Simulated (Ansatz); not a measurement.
Harmonic frequencies (cm⁻¹) at PBE0-D4/def2-TZVP from Ansatz: 148, 190, 196, 220, 245, 397, 491, 668, 709, 771, 806, 809, 833, 994, 1051, 1110, 1212, 1279, 1440, 1448, 1466, 3057, 3081, 3144, 3150, 3160, 3635.

Question: Which molecule is it?
A. `CN(C)[Si]Cl`
B. `C/C(Cl)=N\[SiH3]`
C. `C=CN[SiH2]Cl`
D. `C[Si]1(Cl)CN1`

Answer: D.
